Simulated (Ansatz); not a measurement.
Two isomers of C2H6BFO: A = `CB(F)CO`, B = `CBC(O)F`.

Program: Ansatz. Geometries: PBE0-D4/def2-TZVP. ΔE: electronic, gas phase. CCSD(T)/CBS adds triple-zeta CCSD(T) − MP2 to the extrapolated MP2 energy (def2 sets, frozen cores). Functionals use def2-TZVPP. B3LYP here is the variant with VWN-RPA as its local correlation; programs differ in this. Each species was taken in one conformer, which may not be the lowest.

Question: Which is lower in electronic energy at CCSD(T)/CBS, and by how much? (Best estimate.)

Answer: The calculation gave: A, by 49.5 kcal/mol.

Question: Give E(B) − E(A) in kcal/mol with r2SCAN-D4, CCSD/def2-TZVPP, B3LYP-D4, CCSD(T)/def2-TZVPP, PBE0-D4, MP2/def2-TZVPP, ωB97M-V. (Best estimate.)

Answer: Computed: r2SCAN-D4 48.6, CCSD/def2-TZVPP 49.6, B3LYP-D4 48.2, CCSD(T)/def2-TZVPP 49.3, PBE0-D4 48.6, MP2/def2-TZVPP 50.8, ωB97M-V 48.7. None reverses the order clearly.

Largest T1 diagnostic: 0.012.

From PBE to PBE0 (25 % exact exchange), in def2-TZVPP and without D4, E(B) − E(A) moves by +1.6 kcal/mol.
